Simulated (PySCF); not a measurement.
C₂H₈FNSi₂, SMILES C=C[Si@@H](F)N[SiH3].

Coordinates come from a PBE-D3(BJ)/def2-SVP optimisation. The structure was generated by enumeration; whether it is a known compound was not checked. The values are those of a single conformer.

The numbers are results of PySCF 2.14.0 with PBE-D3(BJ)/def2-SVP, not measurements.

Frequencies are harmonic and unscaled.

```json
[
 {"mode": "1", "ν (cm⁻¹)": "48", "IR (km/mol)": "0.5", "moving atoms (share of kinetic energy)": "H 35 %, F 20 %, Si 19 %, C 16 %, N 11 %"},
 {"mode": "2", "ν (cm⁻¹)": "81", "IR (km/mol)": "0.7", "moving atoms (share of kinetic energy)": "H 65 %, F 13 %, Si 12 %"},
 {"mode": "3", "ν (cm⁻¹)": "93", "IR (km/mol)": "0.3", "moving atoms (share of kinetic energy)": "C 46 %, H 40 %, F 9 %"},
 {"mode": "4", "ν (cm⁻¹)": "119", "IR (km/mol)": "0.5", "moving atoms (share of kinetic energy)": "Si 30 %, H 29 %, C 25 %, F 9 %"},
 {"mode": "5", "ν (cm⁻¹)": "179", "IR (km/mol)": "1.5", "moving atoms (share of kinetic energy)": "N 24 %, H 24 %, C 20 %, Si 17 %, F 15 %"},
 {"mode": "6", "ν (cm⁻¹)": "250", "IR (km/mol)": "5.2", "moving atoms (share of kinetic energy)": "F 33 %, H 22 %, C 19 %, N 16 %, Si 11 %"},
 {"mode": "7", "ν (cm⁻¹)": "316", "IR (km/mol)": "7.4", "moving atoms (share of kinetic energy)": "H 33 %, Si 28 %, F 20 %, N 14 %"},
 {"mode": "8", "ν (cm⁻¹)": "351", "IR (km/mol)": "35.2", "moving atoms (share of kinetic energy)": "H 54 %, N 18 %, C 16 %"},
 {"mode": "9", "ν (cm⁻¹)": "409", "IR (km/mol)": "18.9", "moving atoms (share of kinetic energy)": "H 50 %, C 21 %, Si 20 %"},
 {"mode": "10", "ν (cm⁻¹)": "523", "IR (km/mol)": "22.8", "moving atoms (share of kinetic energy)": "H 54 %, C 31 %"},
 {"mode": "11", "ν (cm⁻¹)": "580", "IR (km/mol)": "7.6", "moving atoms (share of kinetic energy)": "Si 42 %, H 33 %, N 18 %"},
 {"mode": "12", "ν (cm⁻¹)": "673", "IR (km/mol)": "5.5", "moving atoms (share of kinetic energy)": "C 40 %, H 36 %, Si 22 %"},
 {"mode": "13", "ν (cm⁻¹)": "685", "IR (km/mol)": "51.9", "moving atoms (share of kinetic energy)": "H 83 %, Si 9 %, N 8 %"},
 {"mode": "14", "ν (cm⁻¹)": "712", "IR (km/mol)": "43.2", "moving atoms (share of kinetic energy)": "H 72 %, N 14 %, Si 9 %"},
 {"mode": "15", "ν (cm⁻¹)": "806", "IR (km/mol)": "27.7", "moving atoms (share of kinetic energy)": "H 64 %, F 26 %"},
 {"mode": "16", "ν (cm⁻¹)": "835", "IR (km/mol)": "257.0", "moving atoms (share of kinetic energy)": "H 52 %, Si 24 %, N 11 %, F 10 %"},
 {"mode": "17", "ν (cm⁻¹)": "873", "IR (km/mol)": "86.0", "moving atoms (share of kinetic energy)": "H 51 %, Si 24 %, F 16 %"},
 {"mode": "18", "ν (cm⁻¹)": "894", "IR (km/mol)": "109.6", "moving atoms (share of kinetic energy)": "H 88 %"},
 {"mode": "19", "ν (cm⁻¹)": "911", "IR (km/mol)": "299.5", "moving atoms (share of kinetic energy)": "H 54 %, Si 23 %, N 23 %"},
 {"mode": "20", "ν (cm⁻¹)": "929", "IR (km/mol)": "110.3", "moving atoms (share of kinetic energy)": "H 88 %"},
 {"mode": "21", "ν (cm⁻¹)": "956", "IR (km/mol)": "39.4", "moving atoms (share of kinetic energy)": "H 72 %, C 28 %"},
 {"mode": "22", "ν (cm⁻¹)": "962", "IR (km/mol)": "28.3", "moving atoms (share of kinetic energy)": "H 83 %"},
 {"mode": "23", "ν (cm⁻¹)": "983", "IR (km/mol)": "38.5", "moving atoms (share of kinetic energy)": "H 73 %, Si 12 %, C 10 %"},
 {"mode": "24", "ν (cm⁻¹)": "1008", "IR (km/mol)": "19.7", "moving atoms (share of kinetic energy)": "H 93 %"},
 {"mode": "25", "ν (cm⁻¹)": "1153", "IR (km/mol)": "148.3", "moving atoms (share of kinetic energy)": "H 64 %, N 32 %"},
 {"mode": "26", "ν (cm⁻¹)": "1229", "IR (km/mol)": "3.6", "moving atoms (share of kinetic energy)": "H 72 %, C 28 %"},
 {"mode": "27", "ν (cm⁻¹)": "1369", "IR (km/mol)": "17.6", "moving atoms (share of kinetic energy)": "H 85 %, C 15 %"},
 {"mode": "28", "ν (cm⁻¹)": "1621", "IR (km/mol)": "9.6", "moving atoms (share of kinetic energy)": "C 87 %, H 13 %"},
 {"mode": "29", "ν (cm⁻¹)": "2141", "IR (km/mol)": "123.8", "moving atoms (share of kinetic energy)": "H 96 %"},
 {"mode": "30", "ν (cm⁻¹)": "2158", "IR (km/mol)": "131.5", "moving atoms (share of kinetic energy)": "H 97 %"},
 {"mode": "31", "ν (cm⁻¹)": "2186", "IR (km/mol)": "137.7", "moving atoms (share of kinetic energy)": "H 97 %"},
 {"mode": "32", "ν (cm⁻¹)": "2196", "IR (km/mol)": "71.9", "moving atoms (share of kinetic energy)": "H 96 %"},
 {"mode": "33", "ν (cm⁻¹)": "3048", "IR (km/mol)": "10.4", "moving atoms (share of kinetic energy)": "H 95 %"},
 {"mode": "34", "ν (cm⁻¹)": "3073", "IR (km/mol)": "2.3", "moving atoms (share of kinetic energy)": "H 92 %, C 8 %"},
 {"mode": "35", "ν (cm⁻¹)": "3141", "IR (km/mol)": "8.8", "moving atoms (share of kinetic energy)": "H 89 %, C 11 %"},
 {"mode": "36", "ν (cm⁻¹)": "3509", "IR (km/mol)": "39.2", "moving atoms (share of kinetic energy)": "H 93 %"}
]
```
